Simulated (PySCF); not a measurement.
C4H10S. Atoms are numbered in the order given.

```xyz
15

C      2.5449    -0.0751    -0.2630
C      1.1031     0.2889    -0.5652
S      0.0491    -0.1602     0.8443
C     -1.5608     0.4453     0.2682
C     -2.1867    -0.3685    -0.8497
H      2.9082     0.4528     0.6318
H      3.1970     0.1945    -1.1076
H      2.6512    -1.1559    -0.0835
H      1.0043     1.3720    -0.7490
H      0.7574    -0.2366    -1.4698
H     -1.4556     1.5059    -0.0160
H     -2.1967     0.4241     1.1672
H     -2.2983    -1.4212    -0.5510
H     -1.5742    -0.3421    -1.7638
H     -3.1823     0.0265    -1.1089
```
Charge 0, spin multiplicity 1.

The structure is a stationary point at PBE0-D3(BJ)/def2-SVP. One conformer was computed; it need not be the lowest.

These are PySCF with B3LYP/pcSseg-1 values and carry that method's errors.

GIAO shieldings, no solvent; atoms listed in one row are averaged. δ = σ(ref) − σ: ¹³C against TMS (σ = 181.3 ppm); ³³S against H2S (σ = 695.8 ppm); ¹H against TMS (σ = 31.68 ppm), references at their B3LYP-D3(BJ)/def2-TZVP geometries, non-relativistic.

| nucleus | atoms | count | δ (ppm) |
|---|---|---|---|
| ¹³C | C4 | 1 | 36.4 |
| ¹³C | C2 | 1 | 34.8 |
| ¹³C | C5 | 1 | 19.2 |
| ¹³C | C1 | 1 | 16.9 |
| ³³S | S3 | 1 | 229.0 |
| ¹H | H10 | 1 | 3.02 |
| ¹H | H11 | 1 | 2.70 |
| ¹H | H12 | 1 | 2.53 |
| ¹H | H9 | 1 | 2.35 |
| ¹H | H6, H7, H8, H13, H14, H15 | 6 | 1.52 |
